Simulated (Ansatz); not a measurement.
One change: `[CH3][W]([F])(=[S])=[S]` becomes `C[N](C)[W]([CH3])(=[S])=[S]`.

Ansatz, PBE0-D4/def2-TZVP geometries, multiplicity 1. Each molecule was computed in one conformer, which needn't be the lowest.

Elements past krypton have def2 core potentials.

```json
{"property": "size of the dipole moment (PBE/def2-TZVPP) / D", "`[CH3][W]([F])(=[S])=[S]`": "2.17"}
{"property": "HOMO–LUMO gap (B3LYP/def2-TZVPP) / eV", "`[CH3][W]([F])(=[S])=[S]`": "4.06"}
{"property": "LUMO energy (ωB97M-V/def2-TZVPP) / eV", "`[CH3][W]([F])(=[S])=[S]`": "-0.90"}
{"property": "size of the dipole moment (B3LYP/def2-TZVPP) / D", "`[CH3][W]([F])(=[S])=[S]`": "2.19"}
{"property": "LUMO energy (PBE/def2-TZVPP) / eV", "`[CH3][W]([F])(=[S])=[S]`": "-3.74"}
{"property": "HOMO–LUMO gap (PBE/def2-TZVPP) / eV", "`[CH3][W]([F])(=[S])=[S]`": "2.62"}
```

Q: Give the same properties after the change, and the shifts. (Estimate.)

A: Computed: 
```json
{"property": "size of the dipole moment (PBE/def2-TZVPP) / D", "`C[N](C)[W]([CH3])(=[S])=[S]`": "4.82", "shift": "2.65"}
{"property": "HOMO–LUMO gap (B3LYP/def2-TZVPP) / eV", "`C[N](C)[W]([CH3])(=[S])=[S]`": "4.27", "shift": "0.21"}
{"property": "LUMO energy (ωB97M-V/def2-TZVPP) / eV", "`C[N](C)[W]([CH3])(=[S])=[S]`": "-0.28", "shift": "0.62"}
{"property": "size of the dipole moment (B3LYP/def2-TZVPP) / D", "`C[N](C)[W]([CH3])(=[S])=[S]`": "4.83", "shift": "2.64"}
{"property": "LUMO energy (PBE/def2-TZVPP) / eV", "`C[N](C)[W]([CH3])(=[S])=[S]`": "-2.96", "shift": "0.78"}
{"property": "HOMO–LUMO gap (PBE/def2-TZVPP) / eV", "`C[N](C)[W]([CH3])(=[S])=[S]`": "2.86", "shift": "0.24"}
```

With PBE0 the HOMO rises by 0.54 eV and the LUMO rises by 0.74 eV, so the gap widens by about 0.20 eV. PBE moves the HOMO by 0.55 eV and ωB97M-V by 0.50 eV. The zero-point energy changes by 211.1 kJ/mol with +24 modes. Dipoles are sizes alone; their direction can turn.

B3LYP here is the variant with VWN-RPA as its local correlation; programs differ in this.
